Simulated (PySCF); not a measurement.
**Rotational lines of CsF**

Lines J+1 ← J of the vibrational ground state, computed from RHF-CCSD(T) constants of CsF, ¹Σ⁺ (singlet), closed shell (basis Cs def2-SVP with ECP46, F def2-SVP; scalar-relativistic core potentials; PySCF 2.14; masses 132.9054 and 18.9984 u), in MHz:

| J | ν (MHz) |
| --- | --- |
| 0 | 10306.9 |
| 1 | 20613.6 |
| 2 | 30920.2 |
| 3 | 41226.4 |
| 4 | 51532.2 |

**Question.** Find B0 and the effective bond length r0; with αe = 0.000979 cm⁻¹, find Re.

**Answer.** ν = 2B0(J+1) − 4D(J+1)³ gives B0 = 0.17190 cm⁻¹. With the reduced mass μred = 16.622 u, r0 = √(16.8576/(μred·B0)) (u, cm⁻¹, Å) = 2.4289 Å. Be = B0 + αe/2 = 0.17239 cm⁻¹ gives Re = 2.425 Å.

Correlated steps freeze 1 core orbital. Correlated levels converge slowly with the basis: in double zeta they bind strong bonds too weakly, by up to about 1 eV, and carry superposition errors of some tenths. Spin–orbit coupling is left out, which matters for elements this heavy, above all for dissociation energies. Where the molecule has an RHF reference, its open-shell atoms are computed with UHF.
